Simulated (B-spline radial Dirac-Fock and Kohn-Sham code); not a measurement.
**How the binding energies of Re add up**

System: the free rhenium atom in the configuration [Xe] 4f14 5d5 6s2; nuclear rms radius 5.3698 fm (A = 187).

Input of the calculation (task.json; shells as n, l, electrons):

```json
{"items": [{
  "Z": 75,
  "q": 0,
  "cfg": [[1, 0, 2], [2, 0, 2], [2, 1, 6], [3, 0, 2], [3, 1, 6], [3, 2, 10], [4, 0, 2], [4, 1, 6], [4, 2, 10], [4, 3, 14], [5, 0, 2], [5, 1, 6], [5, 2, 5], [6, 0, 2]],
  "A": 187,
  "rrms": 5.3698,
  "do": ["binding"],
  "screen": [5, 2]
}]}
```

Launch: `python xray_run.py task.json out`

Level of theory: relaxed Dirac-Fock hole states (ΔSCF) with Breit and QED corrections and a finite nucleus; a radial B-spline solver. No correlation. Energies are counted from the vacuum level.

All terms are in eV, carry their sign (relaxation lowers the binding energy) and add up to the binding energy; ⟨r⟩ is the mean radius of the orbital in the initial state.

| subshell | −ε (Koopmans) | relaxation | Breit | QED | binding energy | ⟨r⟩ (bohr) |
| --- | --- | --- | --- | --- | --- | --- |
| K (1s) | 72138.5 | -91.11 | -239.53 | -125.70 | 71682.1 | 0.018 |
| L1 (2s) | 12645.6 | -55.37 | -26.86 | -18.47 | 12544.9 | 0.076 |
| L2 (2p1/2) | 12073.4 | -59.94 | -44.49 | -0.03 | 11968.9 | 0.063 |
| L3 (2p3/2) | 10630.9 | -56.72 | -26.80 | -1.83 | 10545.5 | 0.071 |
| M1 (3s) | 2990.8 | -32.08 | -4.84 | -4.27 | 2949.6 | 0.196 |
| M2 (3p1/2) | 2736.6 | -33.15 | -8.34 | -0.11 | 2695.0 | 0.187 |
| M3 (3p3/2) | 2418.5 | -31.42 | -4.62 | -0.46 | 2382.1 | 0.202 |
| M4 (3d3/2) | 1997.6 | -34.21 | -3.58 | 0.33 | 1960.1 | 0.177 |
| M5 (3d5/2) | 1929.2 | -33.59 | -2.25 | 0.15 | 1893.5 | 0.181 |
| N1 (4s) | 657.6 | -14.29 | -0.97 | -1.03 | 641.4 | 0.441 |
| N2 (4p1/2) | 550.5 | -14.14 | -1.70 | 0.00 | 534.7 | 0.446 |
| N3 (4p3/2) | 475.5 | -13.01 | -0.81 | -0.09 | 461.6 | 0.478 |
| N4 (4d3/2) | 299.6 | -12.67 | -0.45 | 0.09 | 286.5 | 0.494 |
| N5 (4d5/2) | 285.5 | -12.29 | -0.18 | 0.05 | 273.1 | 0.505 |
| N6 (4f5/2) | 62.02 | -11.19 | 0.13 | 0.06 | 51.02 | 0.569 |
| N7 (4f7/2) | 59.32 | -10.98 | 0.23 | 0.05 | 48.62 | 0.577 |
| O1 (5s) | 101.2 | -4.25 | -0.13 | -0.17 | 96.64 | 1.051 |
| O2 (5p1/2) | 65.98 | -3.82 | -0.21 | 0.01 | 61.96 | 1.152 |
| O3 (5p3/2) | 54.44 | -3.33 | -0.07 | 0.00 | 51.04 | 1.250 |
| O4,5 (5d) | 10.30 | -1.73 | 0.01 | 0.02 | 8.60 | 1.905 |
| P1 (6s) | 7.57 | -0.35 | -0.01 | -0.01 | 7.20 | 3.277 |

For the deepest level, K (1s), the Breit terms make up -0.334 % of the binding energy, QED -0.175 % and orbital relaxation -0.127 %.

Spin-orbit splittings: 2p 1423.4 eV, 3p 312.9 eV, 3d 66.58 eV, 4p 73.05 eV, 4d 13.48 eV, 4f 2.40 eV, 5p 10.92 eV.

Going to the tabulated ground configuration of the next ion removes an electron from P1 (6s), computed at 7.20 eV. NIST lists 7.83352 eV as the ionisation energy of this species (measured), +0.63 eV from the computed value. Where a p, d or f shell is open in either ion the computed value averages over both j values and all terms, while the table refers to the lowest levels; that difference holds spin-orbit splitting (largest in heavy or highly charged ions), term energies where several electrons share open shells, and correlation, and it can reach 10 % or more.
